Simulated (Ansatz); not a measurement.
This triplet is an excited state, 0.62 eV above the relaxed singlet at the level B3LYP/cc-pVTZ // PBE0-D3(BJ)/def2-TZVP (Ansatz, an electronic-structure program).

Species: C3H4O, SMILES `C=C[C]O` (excited triplet; C–C–C–O torsion 175°, C–C–O–H torsion 131°) (charge 0, multiplicity 3).

Give a relaxed geometry from PBE0-D3(BJ)/def2-TZVP run with Ansatz.

One answer among several that fit: the end point of this relaxation, one of several conformers (outside a Z-matrix the atoms follow the SMILES, hydrogens last).
Z-matrix (Å, degrees):
```
C
C 1 1.3694
O 2 1.3285 1 128.30
H 3 0.9642 2 110.58 1 131.21
C 1 1.3759 2 125.56 3 174.98
H 5 1.0809 1 120.66 2 179.64
H 5 1.0825 6 118.15 1 179.54
H 1 1.0918 2 115.35 3 -4.94
```
